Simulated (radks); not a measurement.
Results of a calculation; reference values are marked as such.
Q: As, configuration [Ar] 3d9 4s2 4p3 5s1 (not the ground configuration). Code: a radial shooting solver on a logarithmic mesh with Libxc functionals. Model: Dirac Kohn-Sham, Wu-Cohen GGA, spin-unpolarised, spherical densities, point nucleus; open shells are shared between the two j in proportion to 2j + 1. Some entries of the table are withheld. Estimate them.

orbital  occ.  eigenvalue (hartree)  r(max) (bohr)
1s1/2       2             -431.1228        0.02974
2s1/2       2             -55.31664         0.1702
2p1/2       2                   (1)         0.1342
2p3/2       4                   (2)         0.1373
3s1/2       2              -7.59506            (3)
3p1/2       2              -5.64015         0.5129
3p3/2       4              -5.45092         0.5212
3d3/2     3.6              -2.09885         0.4684
3d5/2     5.4              -2.07038         0.4711
4s1/2       2              -0.78175            (4)
4p1/2       1              -0.39160          1.772
4p3/2       2              -0.37681          1.802
5s1/2       1              -0.07225          5.271

A: 
(1) 2p1/2 eigenvalue (hartree): -49.51202
(2) 2p3/2 eigenvalue (hartree): -48.16868
(3) 3s1/2 r(max) (bohr): 0.5201
(4) 4s1/2 r(max) (bohr): 1.532
